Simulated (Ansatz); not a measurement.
The same atomization along the group C, Si, Ge.

Calculated with Ansatz (gas phase, PBE0-D4/def2-TZVP geometries, no zero-point term in ΔE). CBS: MP2 limit from def2 TZ/QZ plus the TZ coupled-cluster correction, frozen cores. This one scheme is used for every species, atoms too. Functionals use def2-TZVPP. No spin–orbit coupling; open shells (•) take unrestricted orbitals. Spin–orbit coupling would lower the free atoms: a little for Al, C, Cl, Si; clearly for Ge. Bonds to Ge are less sure, by a few kJ/mol each and by 10 to 20 or more in all where they break to atoms, as the def2 sets lack core-valence functions. Scalar relativity is left out up to krypton.

```json
{"reaction": "`[CH3][AlH][Cl]` → Al• + Cl• + C• + 4 H•", "r2SCAN-D4 (kJ/mol)": "2328", "MP2/CBS(def2) (kJ/mol)": "2345", "CCSD(T)/CBS(def2) (kJ/mol)": "2322"}
{"reaction": "`[SiH3][AlH][Cl]` → Al• + Cl• + Si• + 4 H•", "r2SCAN-D4 (kJ/mol)": "1930", "MP2/CBS(def2) (kJ/mol)": "1925", "CCSD(T)/CBS(def2) (kJ/mol)": "1932"}
{"reaction": "`[Cl][AlH][GeH3]` → Al• + Cl• + Ge• + 4 H•", "r2SCAN-D4 (kJ/mol)": "1843", "MP2/CBS(def2) (kJ/mol)": "1834", "CCSD(T)/CBS(def2) (kJ/mol)": "1845"}
```

Largest T1 diagnostic: 0.018, for Al•.

For atomizations the MP2-based limit and the directly extrapolated one differ by several kJ/mol either way, and by 10 to 25 for some Ge, Se and Sn compounds, so smaller differences from it don't rank the levels.
